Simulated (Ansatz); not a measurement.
Consider the hydrogenolysis of the Si–O bond: `C=C[Si](O)(Cl)O[SiH3]` + H₂ → `C=C[SiH](O)Cl` + `O[SiH3]`.

Computed with Ansatz on PBE0-D4/def2-TZVP structures; ΔE is electronic, products minus reactants. CBS: MP2 limit from def2 TZ/QZ plus the TZ coupled-cluster correction, frozen cores. This one scheme is used for every species. DFT in def2-TZVPP. One conformer a species, not always the lowest.

(1) Is it downhill or uphill in electronic energy at CCSD(T)/CBS, and by how much? (An estimate is asked.)

(2) What do these levels give: B2PLYP, PBE, PBE0, CCSD(T)/def2-TZVPP, HF/def2-QZVPP, MP2/CBS(def2)? (An estimate is asked.)

Largest T1 diagnostic among the species: 0.011.

Results:

(1) Ansatz gave: Uphill: ΔE = +119.1 kJ/mol.

(2) The calculation gave: B2PLYP 112.2, PBE 97.6, PBE0 101.5, CCSD(T)/def2-TZVPP 117.3, HF/def2-QZVPP 110.6, MP2/CBS(def2) 124.2 kJ/mol.

From PBE to PBE0 (25 % exact exchange), in def2-TZVPP and without D4, ΔE moves by +3.9 kJ/mol. In def2-TZVPP, CCSD(T) changes the Hartree–Fock value by +8.4 kJ/mol (the triples alone add +2.6 kJ/mol) and MP2 by +13.5 kJ/mol. The D4 term adds +17.7 kJ/mol with B3LYP and +10.3 kJ/mol with PBE0; it sums over pairs of atoms, weighted by their polarisabilities, and B3LYP, whose exchange is more repulsive, gets the larger term.

B3LYP here is the variant with VWN-RPA as its local correlation; programs differ in this.
